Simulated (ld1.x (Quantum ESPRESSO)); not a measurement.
PBE ultrasoft dataset for O, non-relativistic all-electron reference.

ld1.x (Quantum ESPRESSO) 7.5 input, shortened:

```
&input
   title='O', zed=8., rel=0, dft='PBE', iswitch=3,
   config='[He] 2s2 2p3'
 /
 &inputp
   pseudotype=3, tm=.true., lloc=-1, rcloc=0.70,
   nlcc=.true., rcore=0.35,
   which_augfun='PSQ', rmatch_augfun=0.55
 /
4
2S  1  0   2.00   0.00  0.65  0.70  0.0
2S  1  0   0.00  -2.20  0.65  0.70  0.0
2P  2  1   3.00   0.00  1.00  1.20  0.0
2P  2  1   0.00  -1.40  1.00  1.20  0.0
 &test
   configts(1)='2s2 2p3'
 /
```

- Cutoffs needed: 70 Ry and 100 Ry (the cutoffs (Ry, on a coarse ladder) from which the occupation-weighted sum of valence levels, in a spherical-Bessel basis at the reference potential, stays within 10 and 1 mRy of its value at 400 Ry)
- Ghost test: no extra level below or beside the all-electron valence levels (s, p, d, f tested) (spherical-Bessel basis up to 400 Ry, 20 bohr box)
- Largest excitation error: +53 meV (all-electron minus pseudo) for 2s2 2p0, out of 7 test configurations
- Lowest eigenvalue of the overlap operator: 0.59 (s channel)
- Density cutoff estimated by the generator: 786 Ry
